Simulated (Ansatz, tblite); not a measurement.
Spin states of the cluster Zr₄O₈, each relaxed with PBE-D4/def2-SVP in Ansatz. Electronic energies in the gas phase.

In the def2 sets Zr takes a core potential; there is no spin–orbit coupling. The xTB rows come from tblite. Correlated methods freeze 8 core orbitals; core or outer-core shells of Zr are correlated, in sets that lack core-valence functions. The rows differ in basis, and correlated rows in double-zeta sets carry the largest basis error. The structure comes from a short search, and lower isomers may exist.

Singlet geometry (Cs within 0.1 Å):

```xyz
12

Zr    0.0747    1.8819   -1.9008
Zr    0.5080   -1.6341    1.6459
Zr   -0.3265    1.2837    0.9205
Zr   -0.3448   -0.9297   -1.2716
O     0.9497    0.5389   -0.5517
O    -1.1154   -0.6498    0.6655
O    -0.0786   -2.8147    2.8398
O     0.7425    0.3910    2.2486
O     0.1961    2.9199   -0.1710
O     0.1737    0.1418   -2.9228
O     0.7199   -2.2583   -0.3747
O    -1.4994    1.1293   -1.1278
```

Triplet geometry (Cs within 0.1 Å):

```xyz
12

Zr   -2.6817    0.3958    0.6947
Zr    2.1406   -0.7775   -0.5670
Zr   -0.6377    0.3925   -1.3563
Zr    0.0944    0.3150    1.5140
O    -1.0392   -0.8714    0.2415
O     1.2065    0.9739   -0.2813
O     4.0671   -0.6566   -1.0550
O     0.7402   -0.9890   -1.9573
O    -2.6473    0.3660   -1.3396
O    -1.6782    0.2634    2.4598
O     1.5737   -1.0773    1.3111
O    -1.1384    1.6651    0.3353
```

Quintet geometry:

```xyz
12

Zr    1.218   -2.530   -0.677
Zr   -0.668    2.311    0.358
Zr   -0.370   -0.208   -1.378
Zr    0.310   -0.458    1.353
O     1.490   -0.463   -0.391
O    -1.460    0.447    0.393
O    -1.865    3.875    0.758
O    -0.159    1.799   -1.487
O     0.291   -1.901   -2.299
O     1.216   -2.340    1.472
O     0.589    1.552    1.662
O    -0.592   -2.084    0.237
```

⟨S²⟩: triplet 2.01 at PBE0-D4/def2-TZVP (pure 2.00), quintet 6.02 at PBE0-D4/def2-TZVP (pure 6.00).

Only these spin states were relaxed.

Second-order perturbation terms are unreliable where d shells bring near-degenerate states, and here PBE-QIDH/def2-TZVP, MP2/def2-SVP lie more than 0.4 eV from the median of the functionals without such a term.

```csv
level,triplet − singlet (kcal/mol),quintet − singlet (kcal/mol),lowest of these,remarks
GFN1-xTB,74.4,153.0,singlet,–
GFN2-xTB,77.2,163.4,singlet,–
PBE-D4/def2-TZVP,65.1,141.0,singlet,–
revPBE-D4/def2-TZVP,64.1,138.3,singlet,–
PBE-QIDH/def2-TZVP,69.9,152.6,singlet,test for broken spin undecided (singlet)
```

Q: Estimate the rows for HF/def2-SVP, r2SCAN-D4/def2-TZVP, PBE0-D4/def2-TZVP, MP2/def2-SVP.

A: 
```csv
level,triplet − singlet (kcal/mol),quintet − singlet (kcal/mol),lowest of these
HF/def2-SVP,26.0,89.2,singlet
r2SCAN-D4/def2-TZVP,62.4,137.5,singlet
PBE0-D4/def2-TZVP,62.7,137.9,singlet
MP2/def2-SVP,83.9,182.6,singlet
```

The xTB methods have no spin-polarisation term.
